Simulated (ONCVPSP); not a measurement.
How hard is this carbon (C) ONCV potential?

* Element: carbon (C)
* Generator: ONCVPSP 4.0.1
* Type: optimised norm-conserving Vanderbilt (ONCV)
* Functional: LDA (Perdew-Wang 92)
* Relativity: scalar-relativistic
* Frozen core: [He]
* Valence charge: 4
* Reference configuration: 2s2 (charge +2)
* Partial waves: 2s: rc 1.05 bohr, ncon 3, nbas 7, qcut 7.7 1/bohr, 2 projectors, debl 2.4 Ha; p scattering state at 0.06 Ha: rc 0.90 bohr, ncon 4, nbas 8, qcut 11 1/bohr, 1 projector; d scattering state at 0.04 Ha: rc 0.90 bohr, ncon 4, nbas 7, qcut 11.7 1/bohr, 2 projectors, debl 3.1 Ha
* Local potential: polynomial inside 0.70 bohr (lpopt 5, dvloc0 0 Ha)
* Core correction: none

In the p channel the program set the typed energies aside and used 0.050 Ha.

Q: For each optimised wave give the share of its norm inside rc, the residual kinetic energy above qcut (Ha) and the cutoffs (Ha) for errors of 10, 1, 0.1 and 0.01 mHa per electron.

A:

| wave | norm inside rc | residual KE | 10 mHa | 1 mHa | 0.1 mHa | 0.01 mHa |
| --- | --- | --- | --- | --- | --- | --- |
| 2s | 0.309 | 4.4e-05 | 14.8 | 21.9 | 27.4 | 67.9 |
| s projector 2 | 0.052 | 3.8e-05 | 12.2 | 19.9 | 26.1 | 119.2 |
| p projector 1 | 0.083 | 3.7e-05 | 25.8 | 41.6 | 54.4 | 138.2 |
| d projector 1 | 0.013 | 6.3e-07 | 7.4 | 16.7 | 32.5 | 49.9 |
| d projector 2 | 0.031 | 4.5e-06 | 14.7 | 29.0 | 47.1 | 63.6 |

The occupied waves need 22 Ha and 27 Ha for 1 and 0.1 mHa. 1 of 4 tests not solved or not reliable.
